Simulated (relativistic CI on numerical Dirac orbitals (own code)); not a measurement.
Sensitivity of the levels of Ga6+ to α and to the nuclear radius

These numbers are calculated, not measured: Dirac-Coulomb-Breit CI, separate exchange-only KLI orbitals for each configuration, derivatives by finite differences, unscaled Slater integrals, QED left out (own radial code, finite nucleus).

Configurations in the expansion (outside the closed core [Ne]): 3s2.3p6.3d7, 3s2.3p6.3d6.4s, 3s2.3p5.3d8, 3s2.3p6.3d6.4p, 3s2.3p4.3d9, 3s2.3p6.3d6.4d, 3s.3p6.3d8, 3s2.3p6.3d5.4s2. Levels of other configurations are missing.

With x = (α/α₀)² − 1 an excitation energy changes as ω = ω₀ + qx; K = 2q/ω₀ is the relative enhancement. Terms are leading LS components, so labels can repeat. The field-shift factor is F = δν/δ⟨r²⟩ for the transition from the lowest level.

Lowest level 3s2.3p6.3d7 4F_9/2.

```tsv
Level	ω₀ (cm⁻¹)	q (cm⁻¹)	F (GHz/fm²)
3s2.3p6.3d7 4F_7/2	2697	2804	0.014
3s2.3p6.3d7 4F_5/2	4556	4515	0.0227
3s2.3p6.3d7 4F_3/2	5787	5572	0.0282
3s2.3p6.3d7 4P_3/2	27618	474.6	0.0291
3s2.3p6.3d7 4P_5/2	27730	1739	0.0411
3s2.3p6.3d7 4P_1/2	29408	3081	0.0457
3s2.3p6.3d7 2G_9/2	29887	1295	0.0377
3s2.3p6.3d7 2G_7/2	32388	3927	0.0504
3s2.3p6.3d7 2P_3/2	34537	3110	0.0315
3s2.3p6.3d7 2P_1/2	36659	5204	0.0339
3s2.3p6.3d7 2D_5/2	39060	2391	0.049
3s2.3p6.3d7 2H_11/2	41815	1718	0.0647
3s2.3p6.3d7 2D_3/2	43263	7374	0.0684
```

At this charge configurations can still be misplaced by up to about 7 % of their energy. Terms inside the open d or f shell come out 10 to 20 % too wide with unscaled integrals.

Task: Which transition from the lowest level has the largest |K|?

Result: 3s2.3p6.3d7 4F_7/2 at 2697 cm⁻¹, K = 2.08.
